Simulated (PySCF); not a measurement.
## Telling isomers of C6H6F3N apart by NMR

Computed data (PySCF 2.14.0 with density-fitted response routines): PBE0/pcSseg-1 with gauge-including orbitals, geometry: GFN2-xTB. Averaged over atoms made equivalent by symmetry, fast rotation or ring inversion, no solvent, no relativistic terms, a single conformation.

Chemical shifts δ = σref − σ; 1H (σ = 31.72 ppm), 13C (σ = 186.93 ppm) against TMS, all at this level. Splittings of carbon signals by F and P are missing where no couplings were computed. Where no couplings were computed, multiplicities follow the n + 1 count of equivalent neighbours, and m marks all less simple cases (inequivalent or close neighbours, rings, F or P nearby). Shifts are as computed. Against solution values, carbons near 30 ppm lie about +3 ppm off and those near 130 ppm about +5 ppm. Of 1211 compounds with measured shifts, 218 miss one by over three times the rms of a fit or turn the order of signals round; such compounds aren't used in these exercises. OH and NH positions are gas-phase values without hydrogen bonding to other molecules.

(1) Tabulate the signals of `FC(F)(F)Cc1ccc[nH]1`, `C/N=C/CC#CC(F)(F)F`, `C/C(=C/C#N)CC(F)(F)F` and their relative energies.

(2) What is the quickest way to tell C/N=C/CC#CC(F)(F)F from C/C(=C/C#N)CC(F)(F)F?

(3) What is the quickest way to tell FC(F)(F)Cc1ccc[nH]1 from C/N=C/CC#CC(F)(F)F?

(4) What is the quickest way to tell FC(F)(F)Cc1ccc[nH]1 from C/C(=C/C#N)CC(F)(F)F?

Answers

(1) 
```tsv
SMILES	carbon types	δC	δH	E rel. (kcal/mol)
FC(F)(F)Cc1ccc[nH]1	2×C 3×CH 1×CH2	134.9, 122.3, 122.0, 116.2, 114.2, 37.9	7.90 (br s, 1H), 6.78 (m, 1H), 6.42 (m, 1H), 6.39 (m, 1H), 3.38 (m, 2H)	0.0
C/N=C/CC#CC(F)(F)F	3×C 1×CH 1×CH2 1×CH3	159.1, 123.8, 93.4, 77.9, 50.4, 29.8	7.66 (t, 1H), 3.69 (s, 3H), 3.37 (d, 2H)	66.7
C/C(=C/C#N)CC(F)(F)F	3×C 1×CH 1×CH2 1×CH3	164.6, 134.1, 121.0, 108.4, 45.5, 26.4	5.49 (s, 1H), 3.34 (m, 2H), 2.21 (s, 3H)	19.8
```

Energies are electronic energies at PBE0/pcSseg-1 on these geometries, without zero-point or thermal terms, each for the one conformer computed, which needn't be the lowest.

(2) Both give the same number of carbon signals, with the same numbers of each carbon type, so the positions decide. The first has a C=N carbon (CH) at 159.1 ppm, the second an alkene CH at 108.4 ppm. Their most deshielded carbons lie at 159.1 and 164.6 ppm. In the proton spectra the most deshielded non-exchanging signals are 7.66 (t, 1H) and 5.49 (s, 1H).

(3) Both give the same number of carbon signals, but DEPT or the intensities differ. The first has an aromatic CH at 114.2 ppm, the second a methyl carbon bonded to N (CH3) at 50.4 ppm. Their most deshielded carbons lie at 134.9 and 159.1 ppm. In the proton spectra the most deshielded non-exchanging signals are 6.78 (m, 1H) and 7.66 (t, 1H).

(4) Both give the same number of carbon signals, but DEPT or the intensities differ. The first has an aromatic CH next to a ring nitrogen at 122.0 ppm, the second an allylic methyl carbon (CH3) at 26.4 ppm. Their most deshielded carbons lie at 134.9 and 164.6 ppm. In the proton spectra the most deshielded non-exchanging signals are 6.78 (m, 1H) and 5.49 (s, 1H).
